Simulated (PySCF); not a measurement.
H₉NSi₄, SMILES N1[SiH2][SiH2][SiH2][SiH2]1. Heavy atoms are numbered as in [NH:1]1[SiH2:2][SiH2:3][SiH2:4][SiH2:5]1. Hydrogens are named by the atom that carries them.

Geometry: B3LYP-D3(BJ)/def2-SVP. The geometry has at least one imaginary mode, so it is a saddle point at that level. The structure was generated by enumeration, and PubChem lists no compound with its InChIKey, so it may never have been made.

Level of theory: PBE/pcSseg-1 run with PySCF.

GIAO shieldings, no solvent; atoms alike by connectivity are averaged. δ = σ(ref) − σ: ¹⁵N against NH3 (σ = 267.0 ppm); ²⁹Si against TMS (σ = 335.4 ppm); ¹H against TMS (σ = 31.49 ppm), references at their B3LYP-D3(BJ)/def2-TZVP geometries, non-relativistic.

```
atoms       nucleus  count     δ (ppm)
----------  -------  -----  ----------
N1 (NH)         ¹⁵N      1        13.6
Si2 (SiH2)     ²⁹Si      2  (withheld)
Si3 (SiH2)     ²⁹Si      2      -122.6
H on Si2         ¹H      4  (withheld)
H on Si3         ¹H      4  (withheld)
H on N1          ¹H      1       -0.24
```

Question: Fill in the missing entries. (An estimate is asked for; the answer gives what the named calculation found.)

Answer: 
- Si2 (SiH2), δ (ppm): -35.9
- H on Si3, δ (ppm): 3.83
- H on Si2, δ (ppm): 5.53
